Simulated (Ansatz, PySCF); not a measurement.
B(Cl)(H)(NCO) (CHBClNO), SMILES ClBN=C=O. Atoms are numbered in the order given.

```xyz
6

B     -0.8804     0.7159     0.0000
Cl     0.3947     1.9231     0.0000
H     -2.0255     1.0798     0.0000
N     -0.5506    -0.6563     0.0000
C     -0.0170    -1.7325     0.0000
O      0.4593    -2.7954     0.0000
```
Charge 0, spin multiplicity 1.

Coordinates come from a ωB97X-D3(BJ)/def2-SVP optimisation. The values are those of a single conformer.

Vertical ionisation energy (IE) and electron affinity (EA) in eV. Rows of orbital energies are one-electron estimates. Where ΔSCF, EOM or ADC give a negative EA the extra electron is unbound and the value depends on the basis.

```tsv
level	IE	EA
−ε(HOMO), −ε(LUMO), HF/def2-TZVP (PySCF)	12.34	-1.74
ΔSCF, PBE0/def2-SVPD (Ansatz), final states of multiplicity 2 and 2	___	___
```

Q: Some entries are withheld; supply them. (An estimate is asked for; the answer gives what the named calculation found.)

A: 
- ΔSCF, PBE0/def2-SVPD (Ansatz, a quantum-chemistry and plane-wave program), final states of multiplicity 2 and 2, IE: 11.34
- ΔSCF, PBE0/def2-SVPD (Ansatz), final states of multiplicity 2 and 2, EA: 0.18

Q: What vertical singlet–triplet gap does ΔSCF give with PBE0/def2-SVPD (Ansatz)? (The exact figures need the calculation; the answer reports its results.)

A: 5.01 eV (triplet above singlet where positive).
